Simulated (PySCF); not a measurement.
NbCl₄, SMILES [Cl][Nb]([Cl])([Cl])[Cl] (connectivity only; charge and spin as stated), neutral, multiplicity 2. Atoms are numbered in the order given.

```xyz
5

Nb     0.0000     0.0000     0.0000
Cl     1.4064    -1.4064     1.1359
Cl    -1.4064     1.4064     1.1359
Cl     1.4064     1.4064    -1.1359
Cl    -1.4064    -1.4064    -1.1359
```
Charge 0, spin multiplicity 2.

Geometry: PBE-D3(BJ)/def2-SVP. The multiplicity is an assumed one; other spin states were not compared. The def2 effective core potentials stand for the cores of Nb; spin–orbit coupling is left out.

The numbers are results of PBE-D3(BJ)/def2-SVP (PySCF), not measurements.

Frequencies are harmonic and unscaled.

Modes within 1.5 cm⁻¹ of each other (mostly degenerate sets) share a row, with their intensities summed.

Computed normal modes with their intensities:
```
mode  ν (cm⁻¹)  IR (km/mol)  moving atoms (share of kinetic energy)
----  --------  -----------  --------------------------------------
1           72          0.0                                Cl 100 %
2           86          4.0                        Cl 69 %, Nb 31 %
3–5        106          4.1                        Cl 78 %, Nb 22 %
6          371          0.0                                Cl 100 %
7          398         65.4                        Cl 71 %, Nb 29 %
8–9        426        180.1                        Cl 61 %, Nb 39 %
```
